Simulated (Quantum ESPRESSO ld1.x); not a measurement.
Species: Sr4+. Configuration: [Ar] 3d10 4s2 4p4.

All-electron calculation, scalar-relativistic Kohn-Sham, BLYP, spin-unpolarised, spherical densities, point nucleus. Program: ld1.x of Quantum ESPRESSO 7.5.

Energy parts (eV):
total: -86414.4
kinetic: 88624.9
electron-nucleus: -206510.0
Hartree: 34301.1
exchange-correlation: -2830.4

Orbitals (lengths in bohr, moments of r in powers of bohr; r(max) is where P^2 peaks):
| orbital | occ. | eigenvalue (eV) | <1/r> | r(max) |
|---|---|---|---|---|
| 1s | 2 | -15989.9 | 39.00 | 0.025 |
| 2s | 2 | -2206.77 | 8.703 | 0.145 |
| 2p | 6 | -1966.60 | 8.499 | 0.116 |
| 3s | 2 | -381.117 | 2.919 | 0.436 |
| 3p | 6 | -303.599 | 2.765 | 0.429 |
| 3d | 10 | -175.527 | 2.513 | 0.375 |
| 4s | 2 | -83.9871 | 1.039 | 1.17 |
| 4p | 4 | -64.4602 | 0.9204 | 1.27 |

The highest occupied level is 4p at -64.460 eV. Summed over all electrons, <r^2> = 18.83 bohr^2, which gives a Langevin (diamagnetic) susceptibility term of -14.9 x 10^-6 cm^3/mol. For comparison, the ionisation energy in NIST's Atomic Spectra Database is 71 eV (semi-empirical). In exact Kohn-Sham theory the highest level is minus the ionisation energy, but local and semilocal functionals leave it too shallow, through self-interaction and a potential that decays too fast; potentials with the right tail come closer.

Beside tabulated values, note that spin-unpolarised runs miss the spin-polarisation part of the exchange energy of open shells.
